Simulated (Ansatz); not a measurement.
Reaction (ligand exchange at the Hf–F bond): `[NH2][Hf]([OH])([F])[Cl]` + dimethylamine → `C[N](C)[Hf]([NH2])([OH])[Cl]` + H–F

Isolated molecules relaxed with PBE0-D4/def2-TZVP in Ansatz; ΔE leaves out vibrations. CBS: MP2 limit from def2 TZ/QZ plus the TZ coupled-cluster correction, frozen cores. This one scheme is used for every species. DFT in def2-TZVPP. Elements past krypton have def2 core potentials. For Hf outer-core shells are correlated without core-valence functions, which leaves a few kJ/mol of doubt a bond. One conformer a species, not always the lowest.

`[NH2][Hf]([OH])([F])[Cl]`:

Z-matrix (Å, degrees):
```
Hf
O 1 1.906
F 1 1.911 2 113.7
N 1 2.017 2 106.0 3 -118.7
Cl 1 2.370 2 111.3 3 121.6
H 2 0.952 1 165.1 3 -47.4
H 4 1.011 1 125.5 2 167.0
H 4 1.010 1 125.5 2 -12.8
```

`CNC`:

```xyz
10

C     1.010   -0.627   -0.217
N    -0.010    0.304   -0.642
C    -1.084    0.431    0.315
H     1.825   -0.645   -0.944
H     0.587   -1.635   -0.171
H     1.436   -0.404    0.776
H     0.404    1.210   -0.816
H    -1.620   -0.520    0.390
H    -1.798    1.185   -0.023
H    -0.750    0.701    1.332
```

`C[N](C)[Hf]([NH2])([OH])[Cl]`:

```xyz
16

C    -0.608   -1.832    0.184
N     0.190   -0.660   -0.094
C     1.356   -0.954   -0.886
Hf   -0.534    1.061    0.680
N     0.761    2.530    0.157
O    -2.252    1.473   -0.095
Cl   -0.647    0.760    3.049
H    -1.485   -1.581    0.796
H    -0.041   -2.587    0.746
H    -0.978   -2.304   -0.738
H     1.084   -1.395   -1.856
H     1.925   -0.043   -1.079
H     2.018   -1.670   -0.378
H     0.571    3.291   -0.478
H     1.657    2.691    0.596
H    -3.016    1.218   -0.604
```

H–F:

Cartesian coordinates in Å:
```
F 0.093 -0.155 -0.423
H -0.093 0.155 0.423
```

(1) Is it downhill or uphill in electronic energy at CCSD(T)/CBS, and by how much? (An estimate is asked.)

(2) What do these levels give: BLYP-D4, PBE0-D4, B2PLYP, revPBE, r2SCAN, HF/CBS(def2)? (Best estimate.)

(3) What do rigid-rotor, harmonic-oscillator terms from PBE0-D4/def2-TZVP frequencies (298.15 K, 1 bar) make of the CCSD(T)/CBS value? (Estimate.)

Largest T1 diagnostic among the species: 0.015.

Answers

(1) Computed: Uphill: ΔE = +1.09 eV.

(2) Computed: BLYP-D4 1.21, PBE0-D4 1.16, B2PLYP 1.25, revPBE 1.33, r2SCAN 1.27, HF/CBS(def2) 1.50 eV.

(3) Ansatz gave: ΔZPE = -0.09 eV, ΔH = +1.04 eV, ΔS = -22 J/(mol·K), ΔG = +1.11 eV. Modes under 50 cm⁻¹ make the entropy rough.

Leaving LDA and LC-ωPBE aside and taking each functional with its dispersion term where it has one, the values, not all of them listed here, spread over 0.15 eV, from revPBE-D4 to CAM-B3LYP-D4. LDA lies −0.15 eV from PBE without D4. At CCSD(T), def2-SVP lies +0.12 eV from the extrapolated value and def2-TZVPP −0.02 eV. The D4 term adds −0.16 eV with B3LYP and −0.10 eV with PBE0; it sums over pairs of atoms, weighted by their polarisabilities, and B3LYP, whose exchange is more repulsive, gets the larger term.

B3LYP here is the variant with VWN-RPA as its local correlation; programs differ in this.
